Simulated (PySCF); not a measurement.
C2H6, charge +1, doublet, geometry from GFN2-xTB (a state made from the parent by changing its charge; the spin is typed, not shown lowest); DF-B97M-V/def2-TZVP run with PySCF.

Input for PySCF:
```python
from pyscf import gto, scf, dft

mol = gto.Mole()
mol.atom = '''
    C    -0.71874859    0.13634016   -0.02510292
    C     0.71874859   -0.13634016    0.02510292
    H    -1.25610398   -0.58656361   -0.67710659
    H    -0.97235396    1.16105611   -0.29217710
    H    -1.23187435   -0.16588763    0.91394436
    H     0.97235396   -1.16105611    0.29217710
    H     1.25610398    0.58656361    0.67710659
    H     1.23187435    0.16588763   -0.91394436
'''
mol.basis = 'def2-tzvp'
mol.charge = 1
mol.spin = 1
mol.verbose = 4
mol.build()

mf = dft.UKS(mol)
mf.xc = 'b97m_v'
mf = mf.density_fit(auxbasis='def2-universal-jkfit')
mf.kernel()
```

What the program printed (banner, timings and long lists left out):

```
PySCF version 2.14.0

[INPUT] verbose = 4
[INPUT] num. atoms = 8
[INPUT] num. electrons = 17
[INPUT] charge = 1
[INPUT] spin (= nelec alpha-beta = 2S) = 1
[INPUT] symmetry False subgroup None
[INPUT] Mole.unit = angstrom
[INPUT] Symbol           X                Y                Z      unit          X                Y                Z       unit  Magmom
[INPUT]  1 C     -0.718748590000   0.136340160000  -0.025102920000 AA   -1.358237987517   0.257645562179  -0.047437643727 Bohr   0.0
[INPUT]  2 C      0.718748590000  -0.136340160000   0.025102920000 AA    1.358237987517  -0.257645562179   0.047437643727 Bohr   0.0
[INPUT]  3 H     -1.256103980000  -0.586563610000  -0.677106590000 AA   -2.373692506176  -1.108444577536  -1.279546012238 Bohr   0.0
[INPUT]  4 H     -0.972353960000   1.161056110000  -0.292177100000 AA   -1.837482680536   2.194078063153  -0.552134698870 Bohr   0.0
[INPUT]  5 H     -1.231874350000  -0.165887630000   0.913944360000 AA   -2.327905141377  -0.313482188153   1.727104533491 Bohr   0.0
[INPUT]  6 H      0.972353960000  -1.161056110000   0.292177100000 AA    1.837482680536  -2.194078063153   0.552134698870 Bohr   0.0
[INPUT]  7 H      1.256103980000   0.586563610000   0.677106590000 AA    2.373692506176   1.108444577536   1.279546012238 Bohr   0.0
[INPUT]  8 H      1.231874350000   0.165887630000  -0.913944360000 AA    2.327905141377   0.313482188153  -1.727104533491 Bohr   0.0

nuclear repulsion = 42.7158339884879
number of shells = 46
number of NR pGTOs = 140
number of NR cGTOs = 98
basis = def2-tzvp
ecp = {}

******** <class 'pyscf.df.df_jk.DFUKS'> ********
method = DFUKS
initial guess = minao
damping factor = 0
level_shift factor = 0
DIIS = <class 'pyscf.scf.diis.CDIIS'>
diis_start_cycle = 1
diis_space = 8
diis_damp = 0
SCF conv_tol = 1e-09
SCF conv_tol_grad = None
SCF max_cycles = 50
direct_scf = False
number electrons alpha = 9  beta = 8
XC library pyscf.dft.libxc version 7.1.2
    S. Lehtola, C. Steigemann, M. J. T. Oliveira, and M. A. L. Marques,  SoftwareX 7, 1–5 (2018)
XC functionals = b97m_v
    N. Mardirossian and M. Head-Gordon,  J. Chem. Phys. 142, 074111 (2015)
radial grids:
    Treutler-Ahlrichs [JCP 102, 346 (1995); DOI:10.1063/1.469408] (M4) radial grids

becke partition: Becke, JCP 88, 2547 (1988); DOI:10.1063/1.454033
pruning grids: <function nwchem_prune>
grids dens level: 3
symmetrized grids: False
atomic radii adjust function: <function treutler_atomic_radii_adjust>
** Following is NLC and NLC Grids **
NLC functional = b97m_v
radial grids:
    Treutler-Ahlrichs [JCP 102, 346 (1995); DOI:10.1063/1.469408] (M4) radial grids

becke partition: Becke, JCP 88, 2547 (1988); DOI:10.1063/1.454033
pruning grids: <function nwchem_prune>
grids dens level: 3
symmetrized grids: False
atomic radii adjust function: <function treutler_atomic_radii_adjust>
small_rho_cutoff = 0
Set gradient conv threshold to 3.16228e-05
tot grids = 87088
tot grids = 87088
init E= -79.683606247812

cycle= 1 E= -79.4181792905869  delta_E= 0.265  |g|= 0.118  |ddm|= 1.21
cycle= 2 E= -79.4221866539418  delta_E= -0.00401  |g|= 0.0753  |ddm|= 0.167
cycle= 3 E= -79.4246931633137  delta_E= -0.00251  |g|= 0.0284  |ddm|= 0.0607
cycle= 4 E= -79.4251075191614  delta_E= -0.000414  |g|= 0.00373  |ddm|= 0.0192
cycle= 5 E= -79.4251155080621  delta_E= -7.99e-06  |g|= 0.00042  |ddm|= 0.00304
cycle= 6 E= -79.4251156186311  delta_E= -1.11e-07  |g|= 5.14e-05  |ddm|= 0.000386
cycle= 7 E= -79.425115620389  delta_E= -1.76e-09  |g|= 6.91e-06  |ddm|= 6.31e-05
cycle= 8 E= -79.4251156204204  delta_E= -3.14e-11  |g|= 1.17e-06  |ddm|= 8.24e-06
Extra cycle  E= -79.4251156204201  delta_E= 2.56e-13  |g|= 7.17e-07  |ddm|= 1.83e-06
converged SCF energy = -79.4251156204201  <S^2> = 0.7519769  2S+1 = 2.0019759
```
